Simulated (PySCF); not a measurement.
# C5H6ClFO: full NMR table

| Item | Value |
| --- | --- |
| Formula | C5H6ClFO |
| SMILES | CO[C@@H]1C=C(F)[C@@H]1Cl |
| InChI | InChI=1S/C5H6ClFO/c1-8-4-2-3(7)5(4)6/h2,4-5H,1H3/t4-,5+/m1/s1 |
| Point group of the computed structure | C1 |
| Degrees of unsaturation | 2 |
| Carbon signals | 5 |
| Proton signals | 4 |

Mapped SMILES: `[CH3:1][O:2][C@@H:3]1[CH:4]=[C:5]([F:6])[C@@H:7]1[Cl:8]`; H(Xn) means a hydrogen on atom n.

PySCF calculation with NMR shieldings at PBE0/pcSseg-1/GIAO and GFN2-xTB geometry; no solvent model, a single conformation, non-relativistic, one averaged value for each set of equivalent atoms.

Chemical shifts δ = σref − σ; TMS for $^{1}$H, $^{13}$C; CFCl3 for $^{19}$F; $^{17}$O vs H2O, all at this level.

```tsv
carbon	δC, type	δH (multiplicity)	HMBC from (2–3 bonds)	span of the C tensor (ppm)
C1	58.7, CH3	3.58 (s)	H(C3)	86
C3	74.0, CH	3.96 (m)	H(C4), H(C7), H(C1)	78
C4	120.5, CH	5.23 (m)	H(C7), H(C3)	146
C5	167.7, C	–	H(C4), H(C7), H(C3)	163
C7	70.2, CH	5.04 (m)	H(C4), H(C3)	47
```

Other nuclei:
```json
{"atoms": "F6", "nucleus": "$^{19}$F", "environment": "vinylic fluorine", "δ (ppm)": "-93.7", "σ (ppm)": "264.6"}
{"atoms": "O2", "nucleus": "$^{17}$O", "environment": "ether oxygen", "δ (ppm)": "36.1", "σ (ppm)": "300.0"}
```

- Carbon types of the structure: 1 × C, 3 × CH, 1 × CH3, which accounts for all hydrogens.
- δC 167.7: fully substituted alkene carbon.
- δC 120.5: alkene CH; an sp2 carbon of a C=C bond.
- δC 74.0: allylic sp3 CH bonded to O; pulled downfield by the heteroatom.
- δC 70.2: allylic sp3 CH bonded to Cl; the inductive effect lowers its shielding.
- δC 58.7: methyl carbon bonded to O; deshielded by the electronegative neighbour.

Carbons that carry Cl, above all several Cl atoms, come out too deshielded, partly because spin–orbit coupling is missing. Splittings by $^{19}$F in the carbon and heteronuclear signals aren't shown, as no couplings were computed. Shifts are as computed. Against solution values, carbons near 30 ppm lie about +3 ppm off and those near 130 ppm about +5 ppm; carbons on Cl a further +6 ppm. Of 1211 compounds with measured shifts, 218 miss one by over three times the rms of a fit or turn the order of signals round; such compounds aren't used in these exercises. Unscaled 19F shifts against computed CFCl3 carry errors that often reach 10 to 50 ppm. Experimental scales use liquid or dissolved standards, which lie at an offset from isolated H2O (liquid H2O: subtract about 36 ppm). No couplings were computed; multiplicities are counted from neighbouring protons, with m where these are inequivalent, close in shift, in a saturated or five-membered ring or joined by F or P, and br s for small geminal =CH2 splittings.
